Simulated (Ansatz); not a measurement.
Ansatz (an electronic-structure program) input (CCSD(T)/cc-pwCVTZ):
A basis named .json is the Basis Set Exchange file of that set.

Ansatz 0.2 input:
```yaml
crystal:
  periodic: [false, false, false]
  atoms:
    - {symbol: Si, position_ang: [-1.97797731, -0.16213026, -0.39471330]}
    - {symbol: Si, position_ang: [0.20433139, -0.66023938, 0.31652946]}
    - {symbol: Cl, position_ang: [1.65471127, 0.90133094, -0.07556063]}
    - {symbol: H, position_ang: [-2.35721554, -1.56712208, 0.11288729]}
    - {symbol: H, position_ang: [-2.31764133, 0.53405451, 0.92789629]}
    - {symbol: H, position_ang: [0.82426750, -1.81919698, -0.40917163]}
    - {symbol: H, position_ang: [0.55154046, -0.95718670, 1.74749274]}
basis:
  gaussian:
    orbitals: cc-pwCVTZ.json
total_charge: -1
magnetization: {spin_polarized: false}
correlation: {method: ccsd_t, electrons: outside_noble_gas}
```

End of the output:

```
reference -28294.04897051 eV, -1039.7871212710 hartree; 10, 10 occupied and 208, 208 virtual orbitals, 1331 factors
second order -12.52230837 eV of doubles, -0.00000000 eV of singles
coupled cluster: 8.23 GiB planned
cycle   1  -13.54133739 eV  change    -1.0e0 eV  update   8.9e-2
cycle   2  -13.95617138 eV  change   -4.1e-1 eV  update   2.8e-2
cycle   3  -14.00333280 eV  change   -4.7e-2 eV  update   1.2e-2
cycle   4  -13.99617567 eV  change    7.2e-3 eV  update   3.9e-3
cycle   5  -13.99471324 eV  change    1.5e-3 eV  update   1.4e-3
cycle   6  -13.99448428 eV  change    2.3e-4 eV  update   4.9e-4
cycle   7  -13.99450561 eV  change   -2.1e-5 eV  update   1.8e-4
cycle   8  -13.99457849 eV  change   -7.3e-5 eV  update   6.9e-5
cycle   9  -13.99457045 eV  change    8.0e-6 eV  update   2.7e-5
cycle  10  -13.99455661 eV  change    1.4e-5 eV  update   1.0e-5
perturbative correction -0.59359065 eV, -0.0218140539 hartree
Total energy: -28308.63711777 eV, -1040.3232257946 hartree
```

It need not be the lowest isomer of its formula. Whether it binds its extra electron was not tested at this geometry.
